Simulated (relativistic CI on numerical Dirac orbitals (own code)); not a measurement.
## Energy levels of Ho IV

Method of calculation: Dirac-Coulomb-Breit CI, orbitals from a KLI potential per configuration, model QED (radiative potential, 1s self-energy scaled to tabulated hydrogen-like ionisation energies), valence Slater integrals scaled by 0.75 (own radial code, finite nucleus).

Configurations in the expansion (outside the closed core [Xe]): 4f10.

The lowest level is 4f10 5I_8, with 91 % of that term; Hund's rules for 4f10 give 5I with J = 8, in agreement.

| No. | Configuration | Term | J | E (cm⁻¹) | % | Lifetime (s) |
| --- | --- | --- | --- | --- | --- | --- |
| 1 | 4f10 | 5I | 8 | 0.0 | 91 |  |
| 2 | 4f10 | 5I | 7 | 5124.8 | 96 | 1.69e-01 |
| 3 | 4f10 | 5I | 6 | 8546.6 | 93 | 3.46e-01 |
| 4 | 4f10 | 5I | 5 | 10960.4 | 86 | 8.79e-01 |
| 5 | 4f10 | 5I | 4 | 12974.8 | 86 | 1.83e+00 |
| 6 | 4f10 | 5F | 5 | 15355.3 | 70 | 8.41e-01 |
| 7 | 4f10 | 5S | 2 | 17724.8 | 50 |  |
| 8 | 4f10 | 3K | 8 | 18006.9 | 69 | 5.77e-02 |
| 9 | 4f10 | 5F | 4 | 18702.9 | 89 | 8.15e-01 |
| 10 | 4f10 | 5F | 2 | 20666.8 | 43 | 1.59e+00 |
| 11 | 4f10 | 5F | 3 | 20672.6 | 86 | 1.48e+00 |
| 12 | 4f10 | 5G | 6 | 21672.2 | 52 | 7.54e-02 |
| 13 | 4f10 | 5F | 1 | 21988.0 | 70 | 6.97e-01 |
| 14 | 4f10 | 3K | 7 | 22778.3 | 82 | 7.37e-02 |
| 15 | 4f10 | 3G | 5 | 22835.2 | 38 | 1.00e-01 |
| 16 | 4f10 | 3G | 4 | 24855.7 | 46 | 1.50e-01 |
| 17 | 4f10 | 3L | 9 | 24952.1 | 90 | 6.16e-01 |
| 18 | 4f10 | 3H | 6 | 25727.4 | 48 | 6.19e-02 |
| 19 | 4f10 | 3K | 6 | 26577.0 | 85 | 1.74e-01 |
| 20 | 4f10 | 5F | 2 | 26802.0 | 38 | 1.01e-01 |
| 21 | 4f10 | 5G | 5 | 26914.5 | 67 | 6.42e-02 |
| 22 | 4f10 | 3F | 4 | 27680.1 | 28 | 6.84e-02 |
| 23 | 4f10 | 5G | 3 | 28451.5 | 57 | 3.26e-01 |
| 24 | 4f10 | 5G | 2 | 29848.9 | 39 | 1.71e-01 |
| 25 | 4f10 | 3M | 10 | 30035.3 | 98 |  |
| 26 | 4f10 | 3L | 8 | 30254.8 | 64 |  |
| 27 | 4f10 | 3P | 1 | 30963.2 | 64 |  |
| 28 | 4f10 | 3D | 3 | 31087.5 | 60 |  |
| 29 | 4f10 | 1L | 8 | 31680.7 | 60 |  |
| 30 | 4f10 | 3F | 3 | 32686.3 | 48 |  |

Energies count from the lowest computed level; lifetimes are radiative, by E1, M1, E2, M2 decay to levels of this space only; some are left blank where a channel outside the calculation adds to the decay or the decay crosses a small, uncertain gap.

The mean weight of the leading LS term, summed over parents, in these 30 levels is 66 %, and that of the leading jj configuration (from the same eigenvectors) 57 %.

One configuration and one scale for all Slater integrals: terms of lower spin can come out thousands of cm⁻¹ low, and their order can be wrong.

Landé's interval rule says that E(J) − E(J−1) = AJ with one A. For the ground term the intervals give A = -402.9, -402.3, -488.8, -640.6 cm⁻¹ for J = 5, 6, 7, 8; the multiplet is inverted.

LS names give the leading component of a level, which can be under half, so a name can repeat, a term be missing and a line seem to break the LS rules.
